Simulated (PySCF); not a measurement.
Ga(Me)2(NH2) (C2H8GaN), SMILES [CH3][Ga]([CH3])[NH2].

The structure is a stationary point at TPSSh-D3(BJ)/def2-SVP. The isomer is the one that the SMILES or the coordinates give; other isomers of the formula were not compared. Other conformers were not sampled.

Calculation: TPSSh-D3(BJ)/def2-SVP in PySCF.

Frequencies are harmonic and unscaled.

Computed harmonic wavenumbers and intensities:
```json
[
 {"mode": "1", "ν (cm⁻¹)": "53", "IR (km/mol)": "0.0", "Raman (Å⁴/amu)": "0.1", "depolarisation": "0.75", "moving atoms (share of kinetic energy)": "H 99 %"},
 {"mode": "2", "ν (cm⁻¹)": "64", "IR (km/mol)": "0.3", "Raman (Å⁴/amu)": "0.2", "depolarisation": "0.75", "moving atoms (share of kinetic energy)": "H 94 %"},
 {"mode": "3", "ν (cm⁻¹)": "140", "IR (km/mol)": "2.1", "Raman (Å⁴/amu)": "2.0", "depolarisation": "0.63", "moving atoms (share of kinetic energy)": "C 50 %, H 33 %, Ga 15 %"},
 {"mode": "4", "ν (cm⁻¹)": "146", "IR (km/mol)": "7.7", "Raman (Å⁴/amu)": "0.3", "depolarisation": "0.75", "moving atoms (share of kinetic energy)": "Ga 36 %, H 24 %, C 24 %, N 17 %"},
 {"mode": "5", "ν (cm⁻¹)": "166", "IR (km/mol)": "3.0", "Raman (Å⁴/amu)": "2.6", "depolarisation": "0.75", "moving atoms (share of kinetic energy)": "N 36 %, H 32 %, C 18 %, Ga 14 %"},
 {"mode": "6", "ν (cm⁻¹)": "319", "IR (km/mol)": "163.7", "Raman (Å⁴/amu)": "0.0", "depolarisation": "–", "moving atoms (share of kinetic energy)": "H 84 %, N 15 %"},
 {"mode": "7", "ν (cm⁻¹)": "426", "IR (km/mol)": "0.0", "Raman (Å⁴/amu)": "0.0", "depolarisation": "–", "moving atoms (share of kinetic energy)": "H 100 %"},
 {"mode": "8", "ν (cm⁻¹)": "532", "IR (km/mol)": "4.7", "Raman (Å⁴/amu)": "29.6", "depolarisation": "0.12", "moving atoms (share of kinetic energy)": "C 73 %, H 20 %"},
 {"mode": "9", "ν (cm⁻¹)": "582", "IR (km/mol)": "36.7", "Raman (Å⁴/amu)": "3.6", "depolarisation": "0.75", "moving atoms (share of kinetic energy)": "C 58 %, Ga 23 %, H 19 %"},
 {"mode": "10", "ν (cm⁻¹)": "636", "IR (km/mol)": "2.1", "Raman (Å⁴/amu)": "0.2", "depolarisation": "0.75", "moving atoms (share of kinetic energy)": "H 86 %"},
 {"mode": "11", "ν (cm⁻¹)": "672", "IR (km/mol)": "0.0", "Raman (Å⁴/amu)": "0.0", "depolarisation": "–", "moving atoms (share of kinetic energy)": "H 85 %, C 15 %"},
 {"mode": "12", "ν (cm⁻¹)": "693", "IR (km/mol)": "58.7", "Raman (Å⁴/amu)": "12.5", "depolarisation": "0.30", "moving atoms (share of kinetic energy)": "N 67 %, Ga 19 %, H 13 %"},
 {"mode": "13", "ν (cm⁻¹)": "719", "IR (km/mol)": "28.1", "Raman (Å⁴/amu)": "0.4", "depolarisation": "0.75", "moving atoms (share of kinetic energy)": "H 77 %, C 19 %"},
 {"mode": "14", "ν (cm⁻¹)": "747", "IR (km/mol)": "105.4", "Raman (Å⁴/amu)": "1.1", "depolarisation": "0.75", "moving atoms (share of kinetic energy)": "H 75 %, N 12 %, C 10 %"},
 {"mode": "15", "ν (cm⁻¹)": "769", "IR (km/mol)": "60.8", "Raman (Å⁴/amu)": "2.5", "depolarisation": "0.49", "moving atoms (share of kinetic energy)": "H 76 %, C 21 %"},
 {"mode": "16", "ν (cm⁻¹)": "1231", "IR (km/mol)": "6.1", "Raman (Å⁴/amu)": "0.1", "depolarisation": "0.75", "moving atoms (share of kinetic energy)": "H 80 %, C 20 %"},
 {"mode": "17", "ν (cm⁻¹)": "1233", "IR (km/mol)": "4.3", "Raman (Å⁴/amu)": "3.6", "depolarisation": "0.12", "moving atoms (share of kinetic energy)": "H 82 %, C 18 %"},
 {"mode": "18", "ν (cm⁻¹)": "1448", "IR (km/mol)": "0.0", "Raman (Å⁴/amu)": "18.3", "depolarisation": "0.75", "moving atoms (share of kinetic energy)": "H 95 %"},
 {"mode": "19", "ν (cm⁻¹)": "1450", "IR (km/mol)": "0.1", "Raman (Å⁴/amu)": "2.0", "depolarisation": "0.75", "moving atoms (share of kinetic energy)": "H 95 %"},
 {"mode": "20", "ν (cm⁻¹)": "1453", "IR (km/mol)": "1.4", "Raman (Å⁴/amu)": "22.7", "depolarisation": "0.75", "moving atoms (share of kinetic energy)": "H 96 %"},
 {"mode": "21", "ν (cm⁻¹)": "1457", "IR (km/mol)": "3.5", "Raman (Å⁴/amu)": "0.8", "depolarisation": "0.75", "moving atoms (share of kinetic energy)": "H 95 %"},
 {"mode": "22", "ν (cm⁻¹)": "1537", "IR (km/mol)": "22.0", "Raman (Å⁴/amu)": "7.6", "depolarisation": "0.61", "moving atoms (share of kinetic energy)": "H 90 %, N 10 %"},
 {"mode": "23", "ν (cm⁻¹)": "3025", "IR (km/mol)": "20.5", "Raman (Å⁴/amu)": "0.1", "depolarisation": "0.75", "moving atoms (share of kinetic energy)": "H 97 %"},
 {"mode": "24", "ν (cm⁻¹)": "3027", "IR (km/mol)": "4.6", "Raman (Å⁴/amu)": "281.9", "depolarisation": "0.00", "moving atoms (share of kinetic energy)": "H 97 %"},
 {"mode": "25", "ν (cm⁻¹)": "3112", "IR (km/mol)": "0.0", "Raman (Å⁴/amu)": "31.5", "depolarisation": "0.75", "moving atoms (share of kinetic energy)": "H 91 %, C 9 %"},
 {"mode": "26", "ν (cm⁻¹)": "3113", "IR (km/mol)": "21.9", "Raman (Å⁴/amu)": "144.2", "depolarisation": "0.75", "moving atoms (share of kinetic energy)": "H 91 %, C 9 %"},
 {"mode": "27", "ν (cm⁻¹)": "3129", "IR (km/mol)": "10.7", "Raman (Å⁴/amu)": "97.7", "depolarisation": "0.75", "moving atoms (share of kinetic energy)": "H 91 %, C 9 %"},
 {"mode": "28", "ν (cm⁻¹)": "3129", "IR (km/mol)": "17.9", "Raman (Å⁴/amu)": "106.2", "depolarisation": "0.72", "moving atoms (share of kinetic energy)": "H 91 %, C 9 %"},
 {"mode": "29", "ν (cm⁻¹)": "3549", "IR (km/mol)": "8.6", "Raman (Å⁴/amu)": "203.3", "depolarisation": "0.12", "moving atoms (share of kinetic energy)": "H 96 %"},
 {"mode": "30", "ν (cm⁻¹)": "3651", "IR (km/mol)": "11.1", "Raman (Å⁴/amu)": "118.2", "depolarisation": "0.75", "moving atoms (share of kinetic energy)": "H 91 %, N 9 %"}
]
```
